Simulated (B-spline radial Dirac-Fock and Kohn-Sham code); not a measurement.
## Binding energies of Ge¹⁴⁺ at several levels of theory

System: germanium as Ge¹⁴⁺, configuration [Ne] 3s2 3p6.

The density-functional columns are spherical, spin-unpolarised Dirac-Kohn-Sham results without Breit or QED terms: −ε is minus the orbital energy of the initial state and ΔSCF the difference of two total energies. The reference in the last column comes from Dirac-Fock (average of configuration) total-energy differences with a finite nucleus, the Breit interaction including its frequency dependence, and self-energy and vacuum-polarisation corrections. All numbers are from an atomic code on a B-spline grid, in eV; a selection of levels is shown. For the 1s level of heavy atoms much of the gap between ΔSCF and the reference is the Breit and QED part, -22.7 eV here; for other levels the error of the functional can be larger.

```csv
level,LDA −ε,LDA ΔSCF,Dirac-Fock
1s,11401.7,11617.6,11598.4
2s,1839.1,1887.9,1915.0
2p1/2,1690.0,1746.7,1746.9
2p3/2,1658.1,1713.8,1715.4
3s,564.0,584.1,594.1
3p1/2,514.4,534.9,532.8
3p3/2,508.3,528.6,526.8
```

For the outermost level NIST gives 527.9 ± 1.6 eV (semi-empirical); the differences from it are LDA −ε -19.61, LDA ΔSCF +0.70, Dirac-Fock -1.14 eV.

Values without a named source are computed, but for edge energies of neutral atoms, which are taken from tables.
